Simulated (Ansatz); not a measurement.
Geometry optimisation, RHF/def2-SVP (Ansatz).

The input (input.yaml):

```yaml
crystal:
  periodic: [false, false, false]
  atoms:
    - { symbol: Si, position_ang: [0.0, 0.0, 0.0] }
    - { symbol: H, position_ang: [0.0, 0.0, 1.46] }
    - { symbol: Si, position_ang: [2.0935, 0.0, -0.7393] }
    - { symbol: H, position_ang: [2.5508, -1.3762, -0.9079] }
    - { symbol: H, position_ang: [2.1573, 0.6939, -2.0222] }
    - { symbol: H, position_ang: [2.951, 0.6823, 0.2255] }
    - { symbol: Cl, position_ang: [-1.0032, 1.7381, -0.7093] }
    - { symbol: Si, position_ang: [-1.0456, -1.8115, -0.7393] }
    - { symbol: H, position_ang: [-1.7029, -2.4846, 0.3772] }
    - { symbol: H, position_ang: [-2.0454, -1.4265, -1.7311] }
    - { symbol: H, position_ang: [-0.0777, -2.7173, -1.3511] }
basis:
  gaussian: { orbitals: def2-SVP }
hamiltonian:
  xc: hf
relax:
  f_tol: 0.02
  max_steps: 40
```

Run as:

```bash
$ ansatz run input.yaml --threads 1 --pin off --max-ram 2048MiB --backend cpu --events-out ev --progress --plain --runs-dir out
```

Q: Where does it end, and by what steps?

A: The forces met the threshold. The force dipped under the threshold on the way, but the program's further checks kept it going. After 15 steps the energy has fallen by 0.510 eV; H9 moved furthest, 1.09 Å.

```tsv
step	energy less start (eV)	largest force component (eV/Å)	accepted
0	0.0000	1.866	yes
1	-0.4049	0.531	yes
2	-0.4262	0.105	yes
3	-0.4309	0.045	yes
4	-0.4501	0.037	yes
5	-0.4566	0.263	yes
6	-0.4636	0.171	yes
7	-0.4806	0.020	yes
8	-0.4864	0.271	yes
9	-0.4920	0.237	yes
10	-0.5040	0.011	yes
11	-0.5066	0.106	yes
12	-0.5080	0.049	yes
13	-0.5091	0.005	yes
14	-0.5095	0.015	yes
15	-0.5096	0.009	yes
```

```xyz
11
Properties=species:S:1:pos:R:3
Si 0.103 -0.177 0.192
H 0.291 -0.455 1.634
Si 2.198 0.168 -0.857
H 3.021 -1.061 -0.731
H 1.981 0.461 -2.294
H 2.906 1.303 -0.220
Cl -0.976 1.620 0.033
Si -1.210 -1.872 -0.813
H -2.522 -1.972 -0.132
H -1.416 -1.546 -2.244
H -0.499 -3.171 -0.709
```

Whether the end is a true minimum wasn't checked by a vibrational analysis.

Time of the run: 26 s on 1 thread of Intel(R) Xeon(R) 6975P-C (Granite Rapids), with other jobs on the host, peak memory 0.24 GiB.
